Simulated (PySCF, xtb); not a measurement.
GeH2, SMILES [GeH2] (connectivity only; charge and spin as stated), neutral, multiplicity 1.

Harmonic wavenumbers (cm⁻¹) from GFN2-xTB run with xtb at its own minimum, in rising order: 952, 1535, 1604.

**Question.** What does PySCF with B3LYP-D3(BJ)/def2-TZVPD give at its own minimum? (An estimate is asked for; the answer gives what the named calculation found.)

**Answer.** 936, 1891, 1898. Paired by order, the mean absolute difference is 222 cm⁻¹ and the zero-point energies are 5.8 and 6.8 kcal/mol.
